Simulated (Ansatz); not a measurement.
Name a neutral molecule of Al, B, C, Si and H with LUMO energy (ωB97M-V/def2-TZVPP) between -0.40 and -0.10 eV and HOMO–LUMO gap (ωB97M-V/def2-TZVPP) between 8.45 and 8.75 eV (Ansatz, PBE0-D4/def2-TZVP geometry).

`C[SiH2][B](C)[AlH2]` (-0.15 eV, 8.50 eV); `C[BH][AlH][SiH2]C` (-0.14 eV, 8.48 eV). Other molecules can fit too; these were computed, each in one conformer that needn't be the lowest.
